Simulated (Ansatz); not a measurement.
Relaxation of AlH4NS2 (8 atoms, charge 0, multiplicity 1), to a largest force component of 0.015 eV/Å in at most 40 steps.

Method: RKS B3LYP-D4/def2-SVP in Ansatz.

```xyz
8
Properties=species:S:1:pos:R:3
N -0.459 1.606 -0.071
Al 0.216 -0.095 -0.371
S 2.430 -0.408 -0.319
S -1.088 -1.834 -0.764
H -1.079 1.873 -0.942
H -1.166 1.588 0.723
H 2.461 -0.671 1.081
H -1.223 -2.116 0.607
```

**Question.** Where does it end, and by what steps?

**Answer.** The run converged. The force dipped under the threshold on the way, but the program's further checks kept it going. After 17 steps the energy has fallen by 1.076 eV; H7 moved furthest, 1.85 Å.

| step | energy less start (eV) | largest force component (eV/Å) | accepted |
| --- | --- | --- | --- |
| 0 | 0.0000 | 2.063 | yes |
| 1 | -0.2178 | 0.916 | yes |
| 2 | -0.3012 | 0.530 | yes |
| 3 | -0.4015 | 0.381 | yes |
| 4 | -0.4903 | 1.282 | yes |
| 5 | -0.6202 | 1.087 | yes |
| 6 | -0.7372 | 0.853 | yes |
| 7 | -0.8663 | 0.503 | yes |
| 8 | -0.9583 | 0.303 | yes |
| 9 | -1.0150 | 0.226 | yes |
| 10 | -1.0556 | 0.108 | yes |
| 11 | -1.0736 | 0.039 | yes |
| 12 | -1.0746 | 0.041 | yes |
| 13 | -1.0759 | 0.031 | yes |
| 14 | -1.0762 | 0.005 | yes |
| 15 | -1.0762 | 0.039 | yes |
| 16 | -1.0762 | 0.062 | yes |
| 17 | -1.0763 | 0.001 | yes |

```xyz
8
Properties=species:S:1:pos:R:3
N -0.552 1.126 0.135
Al 0.231 -0.449 -0.062
S 2.414 -0.667 -0.035
S -0.927 -2.291 -0.347
H -0.078 1.986 0.394
H -1.543 1.307 0.005
H 2.641 0.658 -0.195
H -2.094 -1.728 0.049
```

Whether the end is a true minimum wasn't checked by a vibrational analysis.

Run time: 110 s on 1 thread of Intel(R) Xeon(R) Processor @ 2.70GHz, on a shared host, peak memory 0.19 GiB.
